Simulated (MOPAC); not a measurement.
Job for MOPAC: PM7 on F2GeH3N (SMILES [NH2][GeH]([F])[F]), a point of a torsion scan.

```
PM7 1SCF PRECISE CHARGE=0 THREADS=1
F2GeH3N

N      1.13831544 1    -0.10816934 1    -0.19507850 1
Ge    -0.63793523 1    -0.03052961 1    -0.01563868 1
F     -1.10558163 1     1.27915984 1     1.03033978 1
F     -1.11362088 1    -1.45227589 1     0.83950452 1
H      1.66088599 1     0.75253393 1    -0.12758285 1
H      1.61007632 1    -0.83838301 1     0.32044335 1
H     -1.49829976 1     0.07905281 1    -1.21750642 1
```

The log:

```
*******************************************************************************
 **                                                                           **
 **                              MOPAC v23.2.5                                **
 **                                                                           **
 *******************************************************************************
 ** MOPAC's Digital Object Identifier: https://doi.org/10.5281/zenodo.6511958 **
 **                                                                           **
 ** Please cite the open-source release paper for use of this MOPAC version:  **
 ** J. E. Moussa and J. J. P. Stewart (2026)                                  **
 ** MOPAC: An open-source semiempirical molecular orbital program             **
 ** J. Open Source Softw., 11(119), 8025, https://doi.org/10.21105/joss.08025 **
 *******************************************************************************

                              PM7 CALCULATION RESULTS

 *******************************************************************************
 *  PM7        - The PM7 Hamiltonian to be used
 *
 *
 *
 *                 CHARGE ON SYSTEM = 0
 *
 *
 *
 *  PRECISE    - TIGHTER CRITERIA TO BE USED
 *  1SCF       - DO 1 SCF AND THEN STOP
 *  THREADS=1  - MULTI-THREADING NOT USED
 *  T=         - A TIME OF 172800.0 SECONDS REQUESTED
 *  DUMP=N     - RESTART FILE WRITTEN EVERY 7200.0 SECONDS REQUESTED
 *******************************************************************************
PM7 1SCF PRECISE CHARGE=0 THREADS=1
 F2GeH3N

   ATOM   CHEMICAL          X               Y               Z
  NUMBER   SYMBOL      (ANGSTROMS)     (ANGSTROMS)     (ANGSTROMS)

     1       N          1.13831544  *  -0.10816934  *  -0.19507850  *
     2      Ge         -0.63793523  *  -0.03052961  *  -0.01563868  *
     3       F         -1.10558163  *   1.27915984  *   1.03033978  *
     4       F         -1.11362088  *  -1.45227589  *   0.83950452  *
     5       H          1.66088599  *   0.75253393  *  -0.12758285  *
     6       H          1.61007632  *  -0.83838301  *   0.32044335  *
     7       H         -1.49829976  *   0.07905281  *  -1.21750642  *



          CARTESIAN COORDINATES

    NO.       ATOM           X           Y           Z

     1         N          1.1383     -0.1082     -0.1951
     2        Ge         -0.6379     -0.0305     -0.0156
     3         F         -1.1056      1.2792      1.0303
     4         F         -1.1136     -1.4523      0.8395
     5         H          1.6609      0.7525     -0.1276
     6         H          1.6101     -0.8384      0.3204
     7         H         -1.4983      0.0791     -1.2175

 General Reference for PM7:
 "Optimization of Parameters for Semiempirical Methods VI: More Modifications to the
 NDDO Approximations and Re-optimization of Parameters", J. J. P. Stewart, J. Mol. Mod., 1:32, 19 (2013)
 https://link.springer.com/article/10.1007/s00894-012-1667-x

           Empirical Formula: H3 N Ge F2  =     7 atoms



      MOLECULAR POINT GROUP   :   C1


      RHF CALCULATION, NO. OF DOUBLY OCCUPIED LEVELS = 13


 -------------------------------------------------------------------------------
 PM7 1SCF PRECISE CHARGE=0 THREADS=1
 F2GeH3N



     1SCF WAS SPECIFIED, SO BFGS WAS NOT USED
     SCF FIELD WAS ACHIEVED


                              PM7 CALCULATION
                                                       MOPAC v23.2.5 Linux




          FINAL HEAT OF FORMATION =       -101.86900 KCAL/MOL =    -426.21990 KJ/MOL


          COSMO AREA              =        103.70 SQUARE ANGSTROMS
          COSMO VOLUME            =         90.07 CUBIC ANGSTROMS

          IONIZATION POTENTIAL    =         10.130030 EV
          HOMO LUMO ENERGIES (EV) =        -10.130 -0.837
          NO. OF FILLED LEVELS    =         13
          MOLECULAR WEIGHT        =        127.6172         POINT GROUP:  C1

          MOLECULAR DIMENSIONS (Angstroms)

            Atom       Atom       Distance
            H     5    F     4     3.67346
            H     6    F     3     3.38047
            F     3    H     7     2.32504


          SCF CALCULATIONS        =          1





   ATOM   CHEMICAL          X               Y               Z
  NUMBER   SYMBOL      (ANGSTROMS)     (ANGSTROMS)     (ANGSTROMS)

     1       N          1.13831544  *  -0.10816934  *  -0.19507850  *
     2      Ge         -0.63793523  *  -0.03052961  *  -0.01563868  *
     3       F         -1.10558163  *   1.27915984  *   1.03033978  *
     4       F         -1.11362088  *  -1.45227589  *   0.83950452  *
     5       H          1.66088599  *   0.75253393  *  -0.12758285  *
     6       H          1.61007632  *  -0.83838301  *   0.32044335  *
     7       H         -1.49829976  *   0.07905281  *  -1.21750642  *

                             CARTESIAN COORDINATES

   1    N        1.138315440    -0.108169340    -0.195078500
   2   Ge       -0.637935230    -0.030529610    -0.015638680
   3    F       -1.105581630     1.279159840     1.030339780
   4    F       -1.113620880    -1.452275890     0.839504520
   5    H        1.660885990     0.752533930    -0.127582850
   6    H        1.610076320    -0.838383010     0.320443350
   7    H       -1.498299760     0.079052810    -1.217506420


           Empirical Formula: H3 N Ge F2  =     7 atoms



      MOLECULAR POINT GROUP   :   C1


                  EIGENVALUES
 -37.87553 -37.35927 -34.87888 -19.32443 -16.82585 -15.03527 -14.63083 -14.11176
 -13.93191 -13.21568 -12.63842 -12.03330 -10.13003  -0.83660  -0.55666  -0.09594
   1.63607   5.39584   6.57924


              NET ATOMIC CHARGES AND DIPOLE CONTRIBUTIONS

  ATOM NO.   TYPE          CHARGE      No. of ELECS.   s-Pop       p-Pop
    1          N          -0.702572        5.7026     1.60645     4.09612
    2         Ge           0.841256        3.1587     1.19277     1.96597
    3          F          -0.473257        7.4733     1.95755     5.51570
    4          F          -0.438430        7.4384     1.95606     5.48237
    5          H           0.276374        0.7236     0.72363
    6          H           0.278065        0.7219     0.72193
    7          H           0.218563        0.7814     0.78144
 DIPOLE           X         Y         Z       TOTAL
 POINT-CHG.     1.222     0.354    -4.534     4.709
 HYBRID         0.553     0.095     1.309     1.424
 SUM            1.774     0.449    -3.226     3.709


          ATOMIC ORBITAL ELECTRON POPULATIONS

     Atom    s        px        py        pz
    1  N   1.60645   1.18723   1.24109   1.66779
    2 Ge   1.19277   0.71487   0.48787   0.76323
    3  F   1.95755   1.93607   1.73349   1.84614
    4  F   1.95606   1.93378   1.66930   1.87928
    5  H   0.72363
    6  H   0.72193
    7  H   0.78144

 **********************
 *                    *
 * JOB ENDED NORMALLY *
 *                    *
 **********************




 == MOPAC DONE ==
```

The run finished.

Cost: around 0.020 core-seconds (rough).
